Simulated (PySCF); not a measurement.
H$_{4}$BeOSSi (SMILES [SiH3][O][Be][SH]), singlet, at a GFN2-xTB geometry (such geometries of metal compounds can be far from the true shape); CAMB3LYP/def2-SVP, polarisability (PySCF).

Here is a job for PySCF.
```python
from pyscf import gto, scf, dft
from pyscf.prop import polarizability

mol = gto.M(
    atom='''
Be    0.26136023    0.28940997    0.54484474
S     0.91392616    1.19100931    2.10107710
H     2.01002560    0.50232737    2.34581526
O    -0.27010610   -0.31995557   -0.58763127
Si   -0.88697221   -1.03702715   -1.91078852
H    -2.29728571   -1.27174789   -1.61316817
H    -0.12258912   -2.27211933   -2.07013639
H    -0.67995032   -0.09422429   -3.00703361
''',
    basis='def2-svp',
    verbose=4,
)

mf = dft.RKS(mol)
mf.xc = 'camb3lyp'
mf.kernel()
alpha = mf.Polarizability().polarizability()[2, 2]
print('alpha_zz =', alpha)
```

What the program printed (banner, timings and long lists left out):

```
site-packages/pyscf/prop/efg/rhf.py:45: UserWarning: Module EFG is under testing
  warnings.warn('Module EFG is under testing')
site-packages/pyscf/prop/efg/dhf.py:30: UserWarning: Module EFG is under testing
  warnings.warn('Module EFG is under testing')
site-packages/pyscf/prop/zfs/uhf.py:40: UserWarning: Module ZFS is under testing
  warnings.warn('Module ZFS is under testing')
site-packages/pyscf/prop/gtensor/uhf.py:43: UserWarning: Module g-tensor is under testing
  warnings.warn('Module g-tensor is under testing')
site-packages/pyscf/prop/gtensor/uks.py:41: UserWarning: Module g-tensor is under testing
  warnings.warn('Module g-tensor is under testing')
site-packages/pyscf/prop/hfc/uks.py:35: UserWarning: Module HFC is under testing
  warnings.warn('Module HFC is under testing')
site-packages/pyscf/prop/magnetizability/rhf.py:39: UserWarning: Module magnetizability is under testing
  warnings.warn('Module magnetizability is under testing')
site-packages/pyscf/prop/magnetizability/uhf.py:37: UserWarning: Module magnetizability is under testing
  warnings.warn('Module magnetizability is under testing')
site-packages/pyscf/prop/magnetizability/rks.py:37: UserWarning: Module magnetizability is under testing
  warnings.warn('Module magnetizability is under testing')
site-packages/pyscf/prop/magnetizability/uks.py:39: UserWarning: Module magnetizability is under testing
  warnings.warn('Module magnetizability is under testing')
site-packages/pyscf/prop/polarizability/uhf.py:34: UserWarning: Module polarizability is under testing
  warnings.warn('Module polarizability is under testing')
site-packages/pyscf/prop/polarizability/rks.py:29: UserWarning: Module polarizability is under testing
  warnings.warn('Module polarizability is under testing')
site-packages/pyscf/prop/polarizability/uks.py:29: UserWarning: Module polarizability is under testing
  warnings.warn('Module polarizability is under testing')
PySCF version 2.14.0

[INPUT] verbose = 4
[INPUT] num. atoms = 8
[INPUT] num. electrons = 46
[INPUT] charge = 0
[INPUT] spin (= nelec alpha-beta = 2S) = 0
[INPUT] symmetry False subgroup None
[INPUT] Mole.unit = angstrom
[INPUT] Symbol           X                Y                Z      unit          X                Y                Z       unit  Magmom
[INPUT]  1 Be     0.261360230000   0.289409970000   0.544844740000 AA    0.493899254553   0.546905581019   1.029607339010 Bohr   0.0
[INPUT]  2 S      0.913926160000   1.191009310000   2.101077100000 AA    1.727070140475   2.250681407707   3.970460285595 Bohr   0.0
[INPUT]  3 H      2.010025600000   0.502327370000   2.345815260000 AA    3.798397887365   0.949261154173   4.432948380225 Bohr   0.0
[INPUT]  4 O     -0.270106100000  -0.319955570000  -0.587631270000 AA   -0.510426553574  -0.604628399329  -1.110462162530 Bohr   0.0
[INPUT]  5 Si    -0.886972210000  -1.037027150000  -1.910788520000 AA   -1.676134557000  -1.959697297238  -3.610866984763 Bohr   0.0
[INPUT]  6 H     -2.297285710000  -1.271747890000  -1.613168170000 AA   -4.341240821777  -2.403255211593  -3.048446034166 Bohr   0.0
[INPUT]  7 H     -0.122589120000  -2.272119330000  -2.070136390000 AA   -0.231659862651  -4.293683256030  -3.911990817596 Bohr   0.0
[INPUT]  8 H     -0.679950320000  -0.094224290000  -3.007033610000 AA   -1.284919883110  -0.178058102382  -5.682469970262 Bohr   0.0

nuclear repulsion = 158.06557496789
number of shells = 39
number of NR pGTOs = 143
number of NR cGTOs = 79
basis = def2-svp
ecp = {}

******** <class 'pyscf.dft.rks.RKS'> ********
method = RKS
initial guess = minao
damping factor = 0
level_shift factor = 0
DIIS = <class 'pyscf.scf.diis.CDIIS'>
diis_start_cycle = 1
diis_space = 8
diis_damp = 0
SCF conv_tol = 1e-09
SCF conv_tol_grad = None
SCF max_cycles = 50
direct_scf = True
direct_scf_tol = 1e-13
XC library pyscf.dft.libxc version 7.1.2
    S. Lehtola, C. Steigemann, M. J. T. Oliveira, and M. A. L. Marques,  SoftwareX 7, 1–5 (2018)
XC functionals = camb3lyp
    T. Yanai, D. P. Tew, and N. C. Handy,  Chem. Phys. Lett. 393, 51 (2004)
radial grids:
    Treutler-Ahlrichs [JCP 102, 346 (1995); DOI:10.1063/1.469408] (M4) radial grids

becke partition: Becke, JCP 88, 2547 (1988); DOI:10.1063/1.454033
pruning grids: <function nwchem_prune>
grids dens level: 3
symmetrized grids: False
atomic radii adjust function: <function treutler_atomic_radii_adjust>
small_rho_cutoff = 0
Set gradient conv threshold to 3.16228e-05
Initial guess from minao.
tot grids = 105096
init E= -780.016689124178
  HOMO = -0.332992724968493  LUMO = -0.055796681497601  gap/eV = 7.54289
cycle= 1 E= -779.742616352568  delta_E= 0.274  |g|= 0.812  |ddm|= 2.82
  HOMO = -0.222693131062127  LUMO = 0.0367508637504392  gap/eV = 7.05983
cycle= 2 E= -779.59971195789  delta_E= 0.143  |g|= 1.21  |ddm|= 1.32
  HOMO = -0.303904716010155  LUMO = 0.0220755622131463  gap/eV = 8.87038
cycle= 3 E= -779.878331070936  delta_E= -0.279  |g|= 0.0683  |ddm|= 0.786
  HOMO = -0.319843467484852  LUMO = 0.0245545572621917  gap/eV = 9.37155
cycle= 4 E= -779.879569254731  delta_E= -0.00124  |g|= 0.0253  |ddm|= 0.112
  HOMO = -0.313752267467739  LUMO = 0.0245562845277618  gap/eV = 9.20584
cycle= 5 E= -779.879769664524  delta_E= -0.0002  |g|= 0.00317  |ddm|= 0.0372
  HOMO = -0.314186786004726  LUMO = 0.0243350950391044  gap/eV = 9.21165
cycle= 6 E= -779.879774260157  delta_E= -4.6e-06  |g|= 0.000922  |ddm|= 0.00686
  HOMO = -0.31407719538716  LUMO = 0.0243031738843  gap/eV = 9.20780
cycle= 7 E= -779.879774800232  delta_E= -5.4e-07  |g|= 0.000209  |ddm|= 0.0021
  HOMO = -0.314086891810902  LUMO = 0.0243205826793065  gap/eV = 9.20854
cycle= 8 E= -779.879774831417  delta_E= -3.12e-08  |g|= 6.05e-05  |ddm|= 0.000586
  HOMO = -0.314093924418017  LUMO = 0.0243148993583557  gap/eV = 9.20857
cycle= 9 E= -779.879774833642  delta_E= -2.23e-09  |g|= 8.96e-06  |ddm|= 0.000134
  HOMO = -0.31409376023047  LUMO = 0.0243150138342236  gap/eV = 9.20857
cycle= 10 E= -779.879774833704  delta_E= -6.25e-11  |g|= 1.45e-06  |ddm|= 2.55e-05
  HOMO = -0.31409370614551  LUMO = 0.0243150504791343  gap/eV = 9.20857
Extra cycle  E= -779.879774833703  delta_E= 1.82e-12  |g|= 6.25e-07  |ddm|= 3.33e-06
converged SCF energy = -779.879774833703
Isotropic polarizability 51.8183951154
Polarizability anisotropy 11.5444744218
alpha_zz = 59.51420574037532
```
